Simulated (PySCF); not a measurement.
A geometry optimisation on `C[B@H-]([NH3+])I`.

Method: PBE0-D3(BJ)/def2-SVP geometry optimisation, gas phase, def2 core potentials past Kr (PySCF 2.14.0). Start geometry: GFN2-xTB. A driver script takes a list of jobs; this job's settings line and coordinates (Å) are shown.

Input:
```
{"job": {"xc": "PBE0", "basis": "def2-SVP", "d3": "d3bj", "grid": 1, "maxiter": 30, "shake": 0.01, "kind": "geom"}, "charge": 0, "multiplicity": 1}
C     -1.136690    -0.716170     0.115890
B     -0.210960     0.506390    -0.375550
N      1.317570     0.074160    -0.003390
I     -0.464800     2.384390     0.801790
H     -1.076140    -0.905920     1.168850
H     -0.943770    -1.614110    -0.421720
H     -2.195330    -0.468420    -0.077380
H     -0.204980     0.748010    -1.540260
H      1.392350    -0.075680     1.030050
H      1.587220    -0.779810    -0.477290
H      1.973640     0.821320    -0.236640
```

Output:
```
step   0  E = -419.46216609  max force = 0.036519
step   1  E = -419.46457680  max force = 0.008147
step   2  E = -419.46527771  max force = 0.003601
step   3  E = -419.46549128  max force = 0.001230
step   4  E = -419.46557332  max force = 0.000908
step   5  E = -419.46565655  max force = 0.001622
step   6  E = -419.46572693  max force = 0.001346
step   7  E = -419.46576845  max force = 0.000682
step   8  E = -419.46577964  max force = 0.000245
optimisation converged
```

Energies in Eh; «max force» is the largest Cartesian gradient component in Eh/bohr.

Question: Give the first gradient maximum in eV/Å.

Answer: With 1 Eh/bohr = 51.422 eV/Å, 1.878 eV/Å.

Question: How much energy does the optimisation release, in kJ/mol?

Answer: E(step 0) − E(last step) = 0.003614 Eh, which is 9.5 kJ/mol.

Main results: final energy -419.46578 Eh after 8 steps; dipole 6.52 D.

Question: Give the final coordinates.

Answer: 0.037 Å rms from the input after alignment:
```
atom  x, y, z in Å
C1    -1.2367   -0.5812   -0.0448
B2    -0.1159    0.5165   -0.3211
N3     1.3333   -0.0647    0.1110
I4    -0.3097    2.3348    1.0357
H5    -1.2910   -0.9018    1.0099
H6    -1.0840   -1.4830   -0.6676
H7    -2.2288   -0.1851   -0.3083
H8     0.0029    0.9136   -1.4648
H9     1.3345   -0.3193    1.1022
H10    1.5777   -0.8929   -0.4386
H11    2.0570    0.6446   -0.0229
```

On an Arm Neoverse V1 with one thread, no GPU, shared host with 32 logical CPUs at a one-minute load of 18, this took 43 s and 0.43 GiB of memory at its peak.
Labels such as C1 count atoms from 1, the log's own numbers from 0.
